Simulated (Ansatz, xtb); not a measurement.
# C6H5FO2: which of two isomers lies lower

Structure I is `O=C(O)C1=CC=C(F)C1`, a singlet and structure II is `O=c1occcc1CF`, a singlet. Both are isolated molecules in the gas phase, relaxed with PBE0-D3(BJ)/def2-SVP; the shapes shown needn't be the lowest conformers.

I (Å):

```xyz
14

C    -0.6734   -0.2013   -2.1746
C    -0.9611    0.7785   -1.1321
C    -0.1128    1.6781   -0.5648
C    -0.8112    2.4651    0.4363
C    -2.0885    2.0236    0.4597
C    -2.3160    0.9251   -0.5162
F    -3.0620    2.4677    1.2277
O    -1.4855   -0.9725   -2.6309
O     0.6038   -0.1697   -2.5924
H     0.6766   -0.8531   -3.2749
H     0.9402    1.7912   -0.8251
H    -0.3890    3.2586    1.0508
H    -2.6597   -0.0012   -0.0236
H    -3.0921    1.1845   -1.2573
```

II (Å):

```xyz
14

C    -1.1689   -0.0734   -0.9783
C     1.1625   -0.5216   -0.6955
C     1.4124    0.6771   -0.1230
C     0.3171    1.5797    0.0450
C    -0.9287    1.2230   -0.3652
C    -2.1282    2.1031   -0.2281
F    -1.7934    3.2929    0.3579
O    -2.2285   -0.4803   -1.3722
O    -0.0556   -0.8864   -1.1036
H     1.9090   -1.2967   -0.8798
H     2.4230    0.9316    0.1946
H     0.4643    2.5609    0.5019
H    -2.5724    2.2947   -1.2208
H    -2.9003    1.5988    0.3793
```

Energies in hartree; the thermal terms are from GFN2-xTB frequencies at re-optimised GFN2-xTB minima (ideal gas, soft modes damped towards free rotors, one conformer each, 298.15 K, 1 atm) and include the zero-point energy:

```
                              I           II
E, CCSD(T)/def2-SVP  −480.307787  −480.300811
    E, MP2/def2-SVP  −480.218204  −480.209360
  E, MP2/def2-TZVPP  −481.108717  −481.099876
  zero-point energy     0.096420     0.097046
       H(298 K) − E     0.105291     0.105712
       G(298 K) − E     0.063464     0.064237
```

Question: Correct the CCSD(T) difference for the basis set by the MP2 change, then work out ΔE, ΔE₀, ΔH and ΔG for I → II in kcal/mol (1 Eh = 627.51 kcal/mol) and the equilibrium ratio [II]/[I].

Answer: 1. Differences II − I: CCSD(T) +0.006976, MP2 in the small set +0.008844, MP2 in the large set +0.008841 Eh.
2. ΔE = +0.006976 + (+0.008841 − (+0.008844)) = +0.006973 Eh = +4.38 kcal/mol.
3. ΔE₀ = ΔE + ΔZPE = +0.006973 + (+0.000626) Eh = +4.77 kcal/mol.
4. ΔH = ΔE + (+0.000421) Eh = +4.64 kcal/mol.
5. ΔG = ΔE + (+0.000773) Eh = +4.86 kcal/mol, so ΔS = (ΔH − ΔG)/T = −3.1 J/(mol K).
6. kT = 0.9442 mEh, so K = [II]/[I] = exp(−ΔG/kT) = exp(−8.20) ≈ 2.7 × 10^−4.

Structure I is favoured at this temperature. An error of 1 kcal/mol in ΔG would change K by a factor of 5.4. GFN2-xTB, HF/STO-3G gave ΔE the other sign. Mirror images and further conformers aren't counted.

As drawn, II has 1 C–O, 1 C–H in place of 1 C–C, 1 O–H. Structure I has a 5-membered ring, II a 6-membered ring.

Other levels gave ΔE = −2.9 (GFN2-xTB); −3.1 (HF/STO-3G, GFN2-xTB geometries); +3.1 (r2SCAN-D4/def2-SVP, GFN2-xTB geometries); +4.3 (PBE0-D3(BJ)/def2-SVP); +3.4 (HF/def2-SVP); +5.5 (MP2/def2-SVP); +4.4 (CCSD(T)/def2-SVP) kcal/mol. The correlated steps freeze 9 core orbitals. Programs: Ansatz 0.2.0, xtb 6.7.1.
